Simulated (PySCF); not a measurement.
**UHF on Pd²⁺ (palladium, charge +2)**

Configuration: [Kr] 4d8, high-spin 3F determinant. Calculation: PySCF 2.14, in cc-pVDZ-PP with ECP28MDF (4s4p3d1f, 38 functions); scalar relativity through the core potential.

- Total energy: -125.737709 hartree
- One-electron energy: -211.6474 hartree
- Hartree (Coulomb) energy: 97.3813 hartree
- Exchange energy: -11.4716 hartree
- ⟨S²⟩: 2.0029
- ⟨L²⟩: 12.036
- Sum of ⟨r⟩: 19.26 bohr
- Sum of ⟨r²⟩: 27.20 bohr²
- Time after the integrals: 0.16 s of wall time on 1 thread of Neoverse-N1 (shared host)

| shell | electrons | mean orbital energy (eV) | spread (eV) | rms radius, mean of both spins (bohr) |
| --- | --- | --- | --- | --- |
| 4s α | 1 | -132.82 | 0 | 1.02 |
| 4s β | 1 | -128.69 | 0 | 1.02 |
| 4p α | 3 | -93.721 | 0 | 1.12 |
| 4p β | 3 | -88.637 | 0 | 1.12 |
| 4d α | 5 | -35.106 | 1.190 | 1.48 |
| 4d β | 3 | -33.220 | 0 | 1.48 |

Energies and moments cover only the electrons outside the core potential.
